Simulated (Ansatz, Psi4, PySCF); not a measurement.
Species: difluoro(dihydroxy)silane, H2SiO2F2 (charge 0, singlet). SMILES: O[Si](O)(F)F
Structure (B3LYP-D3(BJ)/def2-TZVP (Ansatz, an electronic-structure program) minimum search):
```xyz
7

O      1.5592    -0.4111    -0.1868
Si     0.0097     0.0006    -0.0100
O     -0.8955    -1.3260     0.2073
F     -0.2108     0.9984     1.2056
F     -0.4072     0.8080    -1.3029
H      1.9201    -1.1263     0.3420
H     -1.8031    -1.2425     0.5098
```
Charge 0, spin multiplicity 1.

BP86/def2-SVP beside other levels, property by property. Terms: atomisation electronic, to ground-state atoms; non-relativistic; dispersion terms only where a functional's name holds one; 6-31G* and kin with 6d, 5d where marked; open shells spin-unrestricted; frozen cores in correlated levels; no spin-orbit coupling; 6-311+G** with 5d, 6d on Na to Ar in Ansatz; LANL2DZ with its own core potentials from Na on. CBS marks a two-point X^-3 extrapolation of the correlation energy; Hartree-Fock from the larger set (for Q and 5 zeta extrapolated as (X+1)exp(-9√X)). Ab initio and DFT rows: single points at B3LYP-D3(BJ) geometries (Ansatz), with unscaled harmonic terms from B3LYP/6-31G* (Ansatz) at its own minima, enthalpies of formation by atomisation with measured atoms.

Coupled cluster (Ansatz) is a level with limits of its own, used here on species with T1 under 0.025 (0.045 for open shells) and stable references: CCSD(T)/CBS(cc-pV(Q+d)Z,cc-pV(5+d)Z).

```
property                                                                                    BP86/def2-SVP (PySCF)  B3LYP/LANL2DZ (Ansatz)  B3LYP/6-311+G** (Ansatz)  wB97X-D/6-31G* (Psi4)         to compare with
------------------------------------------------------------------------------------------  ---------------------  ----------------------  ------------------------  ---------------------  ----------------------
proton affinity at O (heteroatom site), enthalpy at 298 K, to O[Si]([OH2+])(F)F (kcal/mol)                  172.8                   169.5                     166.0                  171.4   166.4 coupled cluster
F-Si bond dissociation enthalpy at 298 K, to O[Si](O)F + F atom (kcal/mol)                                  157.2                   125.5                     150.1                  161.6   167.4 coupled cluster
enthalpy of formation at 298 K (kcal/mol)                                                                  -340.8                  -217.8                    -308.1                 -320.7  -358.8 coupled cluster
atomisation energy (kcal/mol)                                                                               724.8                   601.8                     692.1                  704.7   742.8 coupled cluster
```

As the rows show:
- proton affinity at O (heteroatom site), enthalpy at 298 K, to O[Si]([OH2+])(F)F: BP86/def2-SVP lies 6.4 kcal/mol above coupled cluster.
- F-Si bond dissociation enthalpy at 298 K, to O[Si](O)F + F atom: BP86/def2-SVP lies 10.2 kcal/mol below coupled cluster.
- enthalpy of formation at 298 K: BP86/def2-SVP lies 18.0 kcal/mol above coupled cluster.
- atomisation energy: BP86/def2-SVP lies 18.0 kcal/mol below coupled cluster.

The properties are those with a value to compare with, at most eight drawn at random. No case is left out for the size of its miss. Left out are saddle points of the reference geometry, anions that the best level run finds unbound, excited spin states, species near biochemistry, 298 K rows of species without real B3LYP wavenumbers, cases with under five habitual levels, runs that failed or that the program found above a lower state of the same kind, table entries that another table contradicts, and a share of species set aside by lot.
